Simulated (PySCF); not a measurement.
Working with the constants of SeN

PBE0 constants of SeN, ²Π (doublet), unpaired electrons π ↑ (PySCF, scalar-relativistic core potentials, basis sets Se cc-pVTZ-PP with ECP10, N cc-pVTZ; masses 79.9165 and 14.0031 u):

| Property | Result |
| --- | --- |
| ωe | 1018.2 cm⁻¹ |
| ωexe | 9.05 cm⁻¹ |
| Be | 0.5266 cm⁻¹ |
| αe | 0.00409 cm⁻¹ |
| De to Se + N | 3.66 eV |

(1) What force constant and bond length do these constants imply?

(2) Estimate the centrifugal constant D from the Kratzer relation and find the Dunham coefficient a1.

Spin–orbit coupling is left out. The state was picked by a PBE0 search and need not be the measured ground state.

## Answers

(1) Reduced mass μred = 11.915 u; k = 5.8918×10⁻⁷·μred·ωe² (u, cm⁻¹, mdyn/Å) = 7.28 mdyn/Å; Re = √(16.8576/(μred·Be)) (u, cm⁻¹, Å) = 1.639 Å.

(2) D = 4Be³/ωe² = 5.63e-07 cm⁻¹; a1 = −1 − αeωe/(6Be²) = -3.50.
